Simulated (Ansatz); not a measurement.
Ansatz (a first-principles code) input:

Ansatz 0.2 input:
```yaml
crystal:
  periodic: [false, false, false]
  atoms:
    - {symbol: B, position_ang: [-0.00000000, -0.00000000, -0.76882028]}
    - {symbol: N, position_ang: [0.00000000, 0.00000000, 0.54915734]}
basis:
  gaussian:
    orbitals: def2-TZVP
hamiltonian:
  xc: b3lyp
  dispersion: d3bj
magnetization: {spin_polarized: true, initial_magnetization: 2}
phonons: {temperatures: {t_min: 298.15, t_max: 298.15, t_step: 100}}
```

Which total energy does the run end on?

-79.44609 Eh (B3LYP-D3(BJ)/def2-TZVP). The basis has 62 functions.
